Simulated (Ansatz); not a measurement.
Stepwise reaction of `C[CH2][AlH][CH2]C` with hydrogen sulfide, as a gas-phase model of exchange steps in deposition or etching. ΔE in kJ/mol; ΔG adds harmonic PBE0-D4 terms to CCSD(T)/CBS, at 1 bar.

Isolated molecules relaxed with PBE0-D4/def2-TZVP in Ansatz; ΔE leaves out vibrations. CBS: MP2 limit from def2 TZ/QZ plus the TZ coupled-cluster correction, frozen cores. This one scheme is used for every species. DFT in def2-TZVPP. B3LYP here is the variant with VWN-RPA as its local correlation; programs differ in this. Each species was taken in one conformer, which may not be the lowest.

```csv
step,reaction,PBE-D4,B3LYP-D4,ωB97M-V,CCSD(T)/CBS,ΔG(500 K)
1,`C[CH2][AlH][CH2]C` + H₂S → `C[CH2][AlH][SH]` + `CC`,-142.6,-143.1,-141.8,-144.3,-126.5
2,`C[CH2][AlH][SH]` + H₂S → `[SH][AlH][SH]` + `CC`,-124.2,-125.6,-123.7,-126.5,-110.2
```

Q: By hand: ΔE of the 2 steps together at CCSD(T)/CBS.

A: (-144.3) + (-126.5) = -270.8 kJ/mol, or -135.4 kJ/mol a step.

In ΔE each step is higher than the one before. All are downhill at CCSD(T)/CBS. ΔG lies between -126.5 and -110.2 kJ/mol a step. PBE-D4 differs from CCSD(T)/CBS by 1.7 to 2.3 kJ/mol a step. Isolated molecules leave out the surface, adducts and barriers. Largest T1 diagnostic: 0.011.
